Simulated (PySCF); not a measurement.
C3H3, SMILES [CH][C][CH2+] (connectivity only; charge and spin as stated), charge +1, multiplicity 1.

Geometry optimised at B3LYP-D3(BJ)/def2-TZVP.

All values below come from B3LYP-D3(BJ)/def2-TZVP run with PySCF 2.14.0.

Frequencies are harmonic and unscaled.

Computed vibrational spectrum:
```
mode  ν (cm⁻¹)  IR (km/mol)  moving atoms (share of kinetic energy)
----  --------  -----------  --------------------------------------
1          274         26.6                          C 75 %, H 25 %
2          324         16.4                          C 71 %, H 29 %
3          633         60.3                          H 81 %, C 19 %
4          910          5.3                          H 71 %, C 29 %
5         1035          0.7                          H 67 %, C 33 %
6         1129         11.6                          H 72 %, C 28 %
7         1151         24.2                          C 74 %, H 26 %
8         1475          8.7                          H 78 %, C 22 %
9         2134        368.4                           C 92 %, H 8 %
10        3102         29.6                                  H 95 %
11        3200         45.5                          H 89 %, C 11 %
12        3365        116.5                          H 86 %, C 14 %
```
